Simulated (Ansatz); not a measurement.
Consider the formal hydrolysis of a C–B bond: `C=C(O)B([SiH3])Cl` + H₂O → `C=C(O)O` + `[SiH3]BCl`.

Computed with Ansatz on PBE0-D4/def2-TZVP structures; ΔE is electronic, products minus reactants. CBS: MP2 limit from def2 TZ/QZ plus the TZ coupled-cluster correction, frozen cores. This one scheme is used for every species. DFT in def2-TZVPP. B3LYP here is the variant with VWN-RPA as its local correlation; programs differ in this. One conformer a species, not always the lowest.

`C=C(O)B([SiH3])Cl`:

```xyz
12

C    -1.235   -0.182   -1.825
C    -0.447    0.199   -0.813
O     0.073    1.455   -0.696
B    -0.025   -0.733    0.359
Si    1.163   -0.052    1.847
Cl   -0.588   -2.390    0.384
H    -1.616   -1.193   -1.859
H    -1.518    0.490   -2.631
H    -0.212    1.999   -1.437
H     2.459    0.419    1.286
H     0.509    1.098    2.530
H     1.437   -1.111    2.854
```

H₂O:

Z-matrix (Å, degrees):
```
O
H 1 0.960
H 1 0.960 2 105.1
```

`C=C(O)O`:

Cartesian coordinates in Å:
```
C -0.495 0.995 0.224
C -0.038 -0.211 -0.103
O -0.765 -1.120 -0.767
O 1.194 -0.700 0.170
H -1.499 1.281 -0.046
H 0.128 1.696 0.760
H -0.223 -1.907 -0.885
H 1.699 -0.034 0.646
```

`[SiH3]BCl`:

Z-matrix (Å, degrees):
```
Si
B 1 2.016
H 1 1.486 2 113.0
H 1 1.490 2 108.8 3 121.4
H 1 1.490 2 109.0 3 -121.5
Cl 2 1.739 1 121.6 3 -0.7
H 2 1.194 1 122.6 3 179.4
```

```json
{"level": "PBE0-D4", "ΔE (kcal/mol)": "14.0", "difference from CCSD(T)/CBS": "-3.1"}
{"level": "ωB97X-V", "ΔE (kcal/mol)": "12.6", "difference from CCSD(T)/CBS": "-4.5"}
{"level": "ωB97M-V", "ΔE (kcal/mol)": "13.8", "difference from CCSD(T)/CBS": "-3.3"}
{"level": "B2PLYP", "ΔE (kcal/mol)": "13.8", "difference from CCSD(T)/CBS": "-3.3"}
{"level": "PBE", "ΔE (kcal/mol)": "12.9", "difference from CCSD(T)/CBS": "-4.2"}
{"level": "r2SCAN", "ΔE (kcal/mol)": "13.1", "difference from CCSD(T)/CBS": "-4.0"}
{"level": "PBE0", "ΔE (kcal/mol)": "12.4", "difference from CCSD(T)/CBS": "-4.7"}
{"level": "B3LYP", "ΔE (kcal/mol)": "11.9", "difference from CCSD(T)/CBS": "-5.2"}
{"level": "HF/def2-TZVPP", "ΔE (kcal/mol)": "8.5", "difference from CCSD(T)/CBS": "-8.6"}
{"level": "SCS-MP2/def2-TZVPP", "ΔE (kcal/mol)": "15.6", "difference from CCSD(T)/CBS": "-1.5"}
{"level": "CCSD/def2-TZVPP", "ΔE (kcal/mol)": "14.6", "difference from CCSD(T)/CBS": "-2.5"}
{"level": "CCSD(T)/def2-TZVPP", "ΔE (kcal/mol)": "15.8", "difference from CCSD(T)/CBS": "-1.3"}
{"level": "MP2/def2-QZVPP", "ΔE (kcal/mol)": "18.0", "difference from CCSD(T)/CBS": "0.9"}
{"level": "HF/CBS(def2)", "ΔE (kcal/mol)": "8.5", "difference from CCSD(T)/CBS": "-8.6"}
{"level": "MP2/CBS(def2)", "ΔE (kcal/mol)": "18.6", "difference from CCSD(T)/CBS": "1.5"}
{"level": "CCSD/CBS(def2)", "ΔE (kcal/mol)": "16.0", "difference from CCSD(T)/CBS": "-1.1"}
{"level": "CCSD(T)/CBS", "ΔE (kcal/mol)": "17.1", "difference from CCSD(T)/CBS": "0"}
```

Largest T1 diagnostic among the species: 0.014.

In def2-TZVPP, CCSD(T) changes the Hartree–Fock value by +7.3 kcal/mol (the triples alone add +1.1 kcal/mol) and MP2 by +8.7 kcal/mol. The D4 term adds +2.9 kcal/mol with B3LYP and +1.6 kcal/mol with PBE0; it sums over pairs of atoms, weighted by their polarisabilities, and B3LYP, whose exchange is more repulsive, gets the larger term.
